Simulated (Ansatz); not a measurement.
```xyz
2

P     0.0000    0.0000   -1.0211
P     0.0000    0.0000    1.0211
```

Basis set: cc-pVTZ (spherical functions). Correlated methods keep 10 orbitals frozen. Charge 0, multiplicity 1.

Computed with Ansatz (development build ahead of 0.2.0); each method stands on the lowest determinant of its kind that the runs found. Restricted open shells among the atoms or ions are ROHF, correlated in semicanonical orbitals with singles.

Problem. Give the atomization energy at this shape (free ground-state atoms in the same class of orbitals less the molecule, no zero-point energy) of singlet P₂ by RHF-MP2, RHF.

Solution.

```csv
method,atomization energy
RHF-MP2,103.23 kcal/mol
RHF,22.44 kcal/mol
```

Caution: in another basis set an unrestricted determinant lies well below.
